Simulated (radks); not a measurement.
Values are calculated unless marked as measured or tabulated.
Task: The mean radii <r> (bohr) of the occupied orbitals of an atom or ion are listed with their occupations. Level of theory: Dirac Kohn-Sham, PBE, spin-unpolarised, spherical densities, point nucleus (a radial shooting solver on a logarithmic mesh with Libxc functionals).

orbital  occ.      <r>
1s1/2       2  0.02971
2s1/2       2   0.1281
2p1/2       2   0.1085
2p3/2       4   0.1137
3s1/2       2   0.3483
3p1/2       2   0.3394
3p3/2       4   0.3505
3d3/2       4   0.3223
3d5/2       6   0.3258
4s1/2       2   0.8481
4p1/2       2   0.9014
4p3/2       4   0.9317
4d3/2       4    1.169
4d5/2       6    1.185
5s1/2       2    2.482

Name the element and its charge. Open shells, if any, are shared by 2j + 1.

Result: Z = 49, indium, charge +1: In+ in [Kr] 4d10 5s2. The 1s radius gives Z: for a bare nucleus <r> = (2 gamma + 1)/(2Z) with gamma = sqrt(1 - (Z/c)^2), 0.02926 bohr for Z = 49, and screening makes it slightly larger (0.02971 here). The occupations add up to 48, and the charge is Z minus that.
